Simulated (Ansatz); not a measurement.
Mulliken charges of H6OSeSi2, SMILES `O[SiH2][Se][SiH3]` from PBE/def2-TZVPP in Ansatz (PBE0-D4/def2-TZVP geometry).

```csv
atom,x (Å),y (Å),z (Å),charge (e)
O1,-1.192,1.964,-0.913,-0.332
Si2,0.275,1.419,-0.423,0.388
Se3,0.196,0.381,1.605,-0.189
Si4,0.198,-1.712,0.706,0.176
H5,-1.932,1.356,-0.862,0.190
H6,1.126,2.622,-0.309,-0.054
H7,0.847,0.440,-1.385,-0.071
H8,1.514,-2.038,0.102,-0.030
H9,-0.094,-2.650,1.818,-0.038
H10,-0.853,-1.834,-0.337,-0.041
```

**Question.** By hand: the dipole of these point charges (1 e Å = 4.8032 D).

**Answer.** Σ q r = (0.005, -0.153, -0.147) e Å, of length 0.212 e Å = 1.02 D.

**Question.** How does the dipole of the full density compare? (Best estimate.)

**Answer.** Ansatz gave: (-0.121, -0.234, -0.115) e Å, 1.38 D; the point charges give 0.74 times that, at 31° from its direction.

Point charges leave out the atoms' own dipoles, such as those of lone pairs, and Mulliken's split depends on the basis, so the two needn't agree.
